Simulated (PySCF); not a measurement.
`C1(N[SiH2]N)[C@H](F)[C@H]1F`, C3H8F2N2Si

Molfile (atoms numbered from 1):
```
C3H8F2N2Si
     RDKit          3D

 16 16  0  0  0  0  0  0  0  0999 V2000
    2.8078    0.7415    0.8412 N   0  0  0  0  0  0  0  0  0  0  0  0
    1.8157   -0.2858   -0.1167 Si  0  0  0  0  0  4  0  0  0  0  0  0
    0.2254    0.1301    0.4276 N   0  0  0  0  0  0  0  0  0  0  0  0
   -0.9169   -0.5344   -0.0607 C   0  0  0  0  0  0  0  0  0  0  0  0
   -1.8429    0.0819   -1.0905 C   0  0  2  0  0  0  0  0  0  0  0  0
   -1.5903    1.3565   -1.5059 F   0  0  0  0  0  0  0  0  0  0  0  0
   -2.2940   -0.0844    0.3315 C   0  0  1  0  0  0  0  0  0  0  0  0
   -3.2530   -1.0176    0.5860 F   0  0  0  0  0  0  0  0  0  0  0  0
    2.6363    0.7855    1.8332 H   0  0  0  0  0  0  0  0  0  0  0  0
    3.7985    0.7313    0.6678 H   0  0  0  0  0  0  0  0  0  0  0  0
    2.1417    0.0417   -1.5064 H   0  0  0  0  0  0  0  0  0  0  0  0
    1.8920   -1.7366    0.1049 H   0  0  0  0  0  0  0  0  0  0  0  0
    0.0547    1.1147    0.5736 H   0  0  0  0  0  0  0  0  0  0  0  0
   -0.7685   -1.6017   -0.1638 H   0  0  0  0  0  0  0  0  0  0  0  0
   -2.2831   -0.5082   -1.8828 H   0  0  0  0  0  0  0  0  0  0  0  0
   -2.4309    0.7944    0.9495 H   0  0  0  0  0  0  0  0  0  0  0  0
  1  2  1  0
  2  3  1  0
  3  4  1  0
  4  5  1  0
  5  6  1  0
  5  7  1  0
  7  8  1  0
  7  4  1  0
  1  9  1  0
  1 10  1  0
  2 11  1  0
  2 12  1  0
  3 13  1  0
  4 14  1  0
  5 15  1  6
  7 16  1  1
M  END
```

Method used: TDDFT wB97X-D/def2-SVPD circular dichroism and optical rotation, one conformer, gas phase (PySCF 2.14.0). Geometry: GFN2-xTB.

The molecule is flexible and this is one conformer; a measurement averages over conformers.

Task: What are the CIP labels of the stereocentres?

Result: C5 S, C7 S.

Task: Which excitations and rotatory strengths does the calculation give?

Result: Rotatory strengths R in 10⁻⁴⁰ esu² cm², velocity form and length form (origin at the centre of mass); f in length form.
```csv
state,E (eV),λ (nm),f,R (velocity),R (length),main
1,6.29,197,0.004,+3.2,+3.7,"HOMO→LUMO+1 0.66, HOMO→LUMO 0.25"
2,6.78,183,0.010,+28.7,+29.4,"HOMO→LUMO 0.43, HOMO−1→LUMO 0.21"
3,6.82,182,0.028,+20.2,+18.9,"HOMO−1→LUMO 0.70, HOMO→LUMO 0.15"
4,7.11,174,0.017,-10.3,-10.1,"HOMO→LUMO+2 0.73, HOMO→LUMO+5 0.13"
5,7.55,164,0.012,+38.7,+38.3,"HOMO−1→LUMO+1 0.27, HOMO→LUMO+4 0.22"
6,7.59,163,0.004,-7.8,-7.8,"HOMO−2→LUMO+1 0.47, HOMO→LUMO+3 0.09"
7,7.62,163,0.003,+11.4,+10.0,"HOMO→LUMO+3 0.24, HOMO−1→LUMO+1 0.23"
8,7.79,159,0.058,-48.0,-48.1,"HOMO→LUMO+5 0.23, HOMO→LUMO+3 0.23"
9,8.20,151,0.008,-11.8,-12.7,"HOMO→LUMO+5 0.27, HOMO→LUMO+4 0.27"
10,8.30,149,0.012,+9.0,+11.7,"HOMO→LUMO+6 0.30, HOMO−1→LUMO+3 0.12"
11,8.37,148,0.026,-16.8,-17.9,"HOMO→LUMO+6 0.22, HOMO→LUMO+7 0.20"
12,8.56,145,0.052,-38.5,-36.5,"HOMO−1→LUMO+6 0.48, HOMO−1→LUMO+5 0.18"
```

Among the states computed, the strongest CD band (largest |R|) is state 8. The largest dissymmetry factor in size, g = 4R/(D+G), with D and G the electric and magnetic dipole strengths, is +0.034 for state 5 (velocity form, f = 0.013), among bands with |R| over 0.5. The mirror image has the same energies and oscillator strengths and all R with the opposite sign.
